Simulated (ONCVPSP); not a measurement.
Transferability test, ONCV potential for Ir (Z = 77)

```json
{
 "Element": "iridium (Ir)",
 "Generator": "ONCVPSP 4.0.1",
 "Type": "optimised norm-conserving Vanderbilt (ONCV)",
 "Functional": "PBEsol",
 "Relativity": "scalar-relativistic",
 "Frozen core": "[Xe]",
 "Valence charge": "23",
 "Reference configuration": "4f14 5d7 6s2",
 "Partial waves": "6s: rc 2.00 bohr, ncon 3, nbas 8, qcut 2.8 1/bohr, 2 projectors, debl 3.7 Ha; p scattering state at 0.23 Ha: rc 2.15 bohr, ncon 4, nbas 7, qcut 3.7 1/bohr, 2 projectors, debl 2.3 Ha; 5d: rc 2.05 bohr, ncon 4, nbas 8, qcut 8 1/bohr, 2 projectors, debl 3 Ha; 4f: rc 0.70 bohr, ncon 4, nbas 9, qcut 28.4 1/bohr, local",
 "Local potential": "the f channel",
 "Core correction": "polynomial model core, fcfact 0.4"
}
```

Energies are relative to the spin-unpolarised reference configuration 4f14 5d7 6s2; without spin polarisation the order of configurations can differ from experiment.

```csv
valence configuration,charge,ΔE all-electron (eV),error AE − PS (meV)
4f14 5d7 6s1,+1,9.929,-13
4f14 5d7 6s0,+2,27.425,-58
4f14 5d6 6s0,+3,57.999,-83
```

Q: What are ΔE and the potential's error for 4f14 5d8 6s1?

A: ΔE = -0.320 eV all-electron; the error (AE − PS) is -51 meV.

Levels in the configuration 4f14 5d8 6s1:

| level | all-electron (eV) | pseudo (eV) |
| --- | --- | --- |
| 4f | -59.597 | -59.169 |
| 5d | -5.444 | -5.402 |
| 6s | -5.588 | -5.632 |

Note: ghosts flagged at negative energy: s at -1943.0 eV, s at -526.3 eV, p at -809.8 eV, p at -36.8 eV, d at -322.4 eV; GHOST(+) flagged for s at 79.2 eV, p at 323.1 eV. A true bound ghost makes a file unfit for plane-wave use.
